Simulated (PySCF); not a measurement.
B(vinyl)3: computed shieldings and shifts

B(vinyl)3, C6H9B, point group C1.

Geometry (Å), atoms numbered from 1 in this order:
```xyz
16

B    -0.3217    0.1196    0.0011
C     1.2256    0.2776   -0.1234
C     2.1094   -0.4588    0.5714
H     1.6411    1.0808   -0.7471
H     1.7805   -1.2543    1.2484
H     3.1899   -0.2834    0.5174
C    -1.2690    1.3451   -0.2073
C    -0.8534    2.5838   -0.5202
H    -2.3525    1.1997   -0.0953
H     0.2091    2.8184   -0.6475
H    -1.5471    3.4204   -0.6617
C    -0.9715   -1.2591    0.3335
C    -0.4507   -2.4460   -0.0223
H    -1.9666   -1.2736    0.8009
H     0.5143   -2.5102   -0.5364
H    -0.9716   -3.3940    0.1547
```

GIAO calculations in PySCF 2.14 on the PBE0-D3(BJ)/def2-SVP structure: isolated species, non-relativistic, equivalent atoms averaged; basis pcSseg-1.

Task: Give the isotropic shieldings (ppm) with B3LYP, PBE0.

Result: 
| atoms | environment | B3LYP | PBE0 |
| --- | --- | --- | --- |
| C2/C7/C12 | carbon bonded to C, B, H | 27.4 | 33.3 |
| C3/C8/C13 | carbon bonded to C, 2 H | 29.5 | 33.6 |
| B1 | boron bonded to 3 C | 43.5 | 47.0 |
| H4/H9/H14 | hydrogen on a carbon bonded to C, B | 24.45 | 24.19 |
| H5/H6/H10/H11/H15/H16 | hydrogen on a carbon bonded to C | 24.96 | 24.70 |
| HOMO–LUMO gap (eV) | – | 5.16 | 5.56 |

Task: And the chemical shifts, against references computed in the same way?

Result: 
```
                atoms  nucleus, reference  B3LYP   PBE0
            C2/C7/C12            ¹³C, TMS  151.9  151.1
            C3/C8/C13            ¹³C, TMS  149.8  150.8
                   B1       ¹¹B, BF3·OEt2   54.3   53.7
            H4/H9/H14             ¹H, TMS   6.94   7.08
H5/H6/H10/H11/H15/H16             ¹H, TMS   6.42   6.56
```

Task: Which part of the shielding of C2/C7/C12 depends on the functional?

Result: Diamagnetic: B3LYP 258, PBE0 259 ppm; paramagnetic: B3LYP -231, PBE0 -226 ppm. The diamagnetic part, set mainly by inner electrons, hardly moves; the paramagnetic part goes with low-lying magnetically allowed excitations and carries the spread.

Task: What couplings does B3LYP/pcJ-1 (spin–dipole term only in couplings to heteroatoms) give?

Result: ¹J(C3,H5) = 165.5, ¹J(C2,H4) = 145.3, ¹J(B1,C2) = 66.9, ¹J(C2,C3) = 63.5, ²J(C2,C7) = 4.9, ²J(H5,H6) = 4.7, ²J(C3,H4) = -3.9, ²J(B1,H4) = 2.5, ²J(B1,C3) = 2.1, ³J(H4,H5) = 17.4, ³J(B1,H5) = 7.7, ³J(C2,H9) = 3.7, ³J(C2,C8) = 2.8 Hz (averaged over equivalent pairs; isotopes ¹³C, ¹H, ¹¹B).
